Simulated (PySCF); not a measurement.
**Orbital picture of SrS**

PBE0 at R = 2.421 Å; PySCF, spin-free X2C with a Gaussian nucleus, basis sets Sr x2c-TZVPall, S x2c-TZVPall. State: ¹Σ⁺ (singlet), closed shell. Only the outer orbitals are listed, counted within each symmetry.

```
orbital  occ.  ε (eV)  on Sr (%)           main shells (%)
    10σ     2  -43.16        100                  100 Sr s
     5π     2  -24.05        100                  100 Sr p
     5π     2  -24.05        100                  100 Sr p
    11σ     2  -24.03         96                   96 Sr p
    12σ     2  -15.11          7                    93 S s
    13σ     2   -5.06         26  72 S p, 14 Sr s, 10 Sr d
     6π     2   -4.81         18           82 S p, 14 Sr d
     6π     2   -4.81         18           82 S p, 14 Sr d
    14σ     0   -2.21         92          69 Sr s, 19 Sr p
     7π     0   -0.72        100          71 Sr p, 28 Sr d
     7π     0   -0.72        100          71 Sr p, 28 Sr d
```

Which are the highest filled and the lowest empty level, where do they sit, and how wide is the gap?

Highest filled 6π at -4.81 eV (in %: 82 S p, 14 Sr d); lowest empty 14σ at -2.21 eV (in %: 69 Sr s, 19 Sr p); the gap at PBE0 is 2.60 eV.

| Quantity | Value |
| --- | --- |
| bond order (Mayer) | 2.03 |
| ⟨S²⟩ | 0.000 |
| charge on Sr (Mulliken, basis-dependent) | 0.73 |
| charge on Sr (Löwdin, basis-dependent) | 0.35 |
| dipole moment (positive dipole means Sr(−)S(+)) | -10.64 D |
| polarisability along the bond | 144.9 bohr³ |
| polarisability across the bond | 61.0 bohr³ |
